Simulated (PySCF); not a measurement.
Species: C₆H₉OS (doublet state).
Cartesian coordinates in Å at the GFN2-xTB level; atoms count from 1:
```
atom  x, y, z in Å
O1    -2.626    0.598    1.645
C2    -2.431   -0.495    1.227
C3    -1.617   -1.052    0.109
C4    -1.180    0.016   -0.847
C5    -0.180    0.869   -0.645
C6     0.754    0.871    0.525
C7     2.120    0.295    0.154
S8     2.043   -1.490   -0.232
H9    -2.207   -1.819   -0.392
H10   -0.768   -1.551    0.585
H11   -1.803    0.131   -1.723
H12    0.027    1.619   -1.397
H13    0.340    0.307    1.361
H14    0.904    1.902    0.857
H15    2.812    0.368    0.993
H16    2.548    0.804   -0.710
H17    1.258   -1.361   -1.300
```

The hyperfine couplings belong to this conformer and change with its torsions.

The species is `O=[C]C/C=C\CCS` [radical].

The calculation used UKS B3LYP, pcH-1 on C H O S, non-relativistic, mean-field spin-orbit, GIAO (PySCF). Isolated species at its GFN2-xTB geometry (one conformer only). A GFN2-xTB geometry isn't a minimum of the functional, and hyperfine couplings can be far from their values at a DFT geometry. The SCF solution wasn't tested for stability.

(1) Break the g tensor into its mass correction, gauge correction and orbital-Zeeman/spin–orbit terms.

(2) At 94.083 GHz, how far is the centre of the isotropic spectrum from where a free electron (g = 2.002319) resonates?

(3) What effective moment and Curie constant follow for a powder?

(4) What are the electron Larmor frequencies g μB B/h along the three axes at 3350 mT?

(5) In a frozen sample, at which fields do the three g values resonate at 9.5, 34, 94 and 263 GHz (hyperfine left aside), and which band first spreads them over more than twice a line width of 1.0 mT?

## Answers

(1) 
```tsv
Δg (ppt)	1	2	3
relativistic mass correction	-0.22	-0.22	-0.22
gauge correction	0.04	0.02	-0.14
orbital Zeeman/spin–orbit	-7.29	-0.08	2.46
total	-7.48	-0.29	2.10
```

So g = 1.99484, 2.00203, 2.00442 and g_iso = 2.00043; the tensor is rhombic: the two nearest values differ by 25 % of g3 − g1. Axes: g1 points within 12° of the O1–C2 bond.

(2) B = hν/(g μB) with μB/h = 13.99624 MHz/mT gives 3357.12 mT for the free electron and 3360.28 mT at g_iso, 3.17 mT higher.

(3) With the mean of g² = 4.0017 and S(S+1) = 0.75: μ_eff = √(⟨g²⟩S(S+1)) = 1.732 μB and χT = 0.12505·⟨g²⟩·S(S+1) = 0.375 cm³ K/mol (cgs; spin-Hamiltonian part alone).

(4) 93.5330, 93.8700, 93.9821 GHz for g1, g2 and g3, a range of 449.1 MHz.

(5) 
| band | GHz | B(g3) mT | B(g2) mT | B(g1) mT | spread mT |
| --- | --- | --- | --- | --- | --- |
| X | 9.5 | 338.63 | 339.03 | 340.25 | 1.63 |
| Q | 34.0 | 1211.93 | 1213.38 | 1217.75 | 5.82 |
| W | 94.0 | 3350.64 | 3354.64 | 3366.73 | 16.09 |
| J | 263.0 | 9374.66 | 9385.85 | 9419.67 | 45.01 |

The spread grows in proportion to the frequency. Q band is the first where it exceeds 2.0 mT.

The largest Mulliken spin populations are on C2 (+0.65) and O1 (+0.23).

The HOMO–LUMO gaps are 4.28 eV among the α and 5.06 eV among the β orbitals.
